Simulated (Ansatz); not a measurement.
`[OH][Y]([F])[Cl]` + H₂O → `[OH][Y]([OH])[F]` + HCl at 500 K and 1 bar (formal hydrolysis of a Y–Cl bond).

Gas-phase electronic energies from Ansatz, PBE0-D4/def2-TZVP geometries. CBS: MP2 limit from def2 TZ/QZ plus the TZ coupled-cluster correction, frozen cores. This one scheme is used for every species. def2 core potentials past Kr. For Y outer-core shells are correlated without core-valence functions, which leaves a few kJ/mol of doubt a bond. Each species was taken in one conformer, which may not be the lowest.

```json
{"species": "`[OH][Y]([F])[Cl]`", "CCSD(T)/CBS energy (Eh)": "-673.84260", "H − E (kJ/mol)": "77.1", "S (J/(mol·K))": "399.8"}
{"species": "H₂O", "CCSD(T)/CBS energy (Eh)": "-76.37941", "H − E (kJ/mol)": "73.2", "S (J/(mol·K))": "206.3"}
{"species": "`[OH][Y]([OH])[F]`", "CCSD(T)/CBS energy (Eh)": "-289.81664", "H − E (kJ/mol)": "110.7", "S (J/(mol·K))": "398.0"}
{"species": "HCl", "CCSD(T)/CBS energy (Eh)": "-460.38127", "H − E (kJ/mol)": "32.5", "S (J/(mol·K))": "201.9"}
```

H − E and S are ideal-gas, rigid-rotor, harmonic terms from PBE0-D4/def2-TZVP, for one conformer and one mirror image of each species. 1 Eh = 2625.50 kJ/mol, R = 8.31446 J/(mol·K).

Q: By hand: ΔE, ΔH, ΔS and ΔG.

A: ΔE = (-289.81664) + (-460.38127) − (-673.84260) − (-76.37941) = 0.02410 Eh = 63.3 kJ/mol. Δ(H − E) = 110.7 + 32.5 − 77.1 − 73.2 = -7.1, so ΔH = 56.2 kJ/mol. ΔS = 398.0 + 201.9 − 399.8 − 206.3 = -6.2 J/(mol·K). ΔG = 56.2 − 500 × (-6.2)/1000 = 59.3 kJ/mol.

Q: By hand: the equilibrium constant, and the temperature at which ΔG would vanish if ΔH and ΔS stayed fixed.

A: log₁₀ K = −ΔG/(RT ln 10) = -6.2. ΔH and −TΔS have one sign here, so there is no such temperature.

The number of gas molecules stays the same, so ΔS is small and ΔH decides. A doubt of 5 kJ/mol in ΔE shifts log₁₀ K by 0.5 here. Other conformers and mirror images would add mixing entropy, several J/(mol·K) or more a flexible species. Modes under 60 cm⁻¹, often nearly free rotors, make the harmonic entropy too high. These are equilibria of isolated gas molecules and say nothing of rates. Largest T1 diagnostic: 0.014 (customary marks: 0.02 for closed shells, 0.045 for open ones).

ΔS is within the doubt of such terms, so its sign, and with it that verdict, could turn.
